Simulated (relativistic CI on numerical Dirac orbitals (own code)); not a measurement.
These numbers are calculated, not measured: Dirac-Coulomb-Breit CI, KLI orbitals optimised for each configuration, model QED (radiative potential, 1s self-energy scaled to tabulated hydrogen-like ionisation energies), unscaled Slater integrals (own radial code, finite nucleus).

The strongest absorption lines from the ground level of an ion, among the configurations computed and to levels below about 2340 eV (vacuum wavelength in nm, gf): 0.54185 (0.12), 0.54641 (0.062), 0.70452 (0.0022), 0.74361 (0.038), 0.75693 (0.33), 0.77332 (0.22), 5.9595 (0.5), 12.644 (0.049).

(1) Which ion is it?
A. Sb³⁹⁺
B. Pr⁴⁷⁺
C. Cs⁴³⁺
D. Cs⁴⁵⁺

Answers

(1) C. Cs⁴³⁺ has 12 electrons and the ground level 3s² ¹S0; the strongest line goes to 3s3p ¹P°1. The pattern of lines fixes the number of electrons, and along that sequence the line energies rise steadily with the charge (about as its square where n changes within one kind of shell, about linearly where n is kept but much faster in heavy ions where fine structure, which grows about as Z⁴, sets the gap, and irregularly where shells cross), which fixes Z. Configurations outside the model, such as inner-shell arrays, can give stronger lines. At this charge energies of transitions that change n are usually good to better than 1 %, and those within a shell (Δn = 0) to a few per cent.

LS names give the leading component of a level, which can be under half, so a name can repeat, a term be missing and a line seem to break the LS rules.
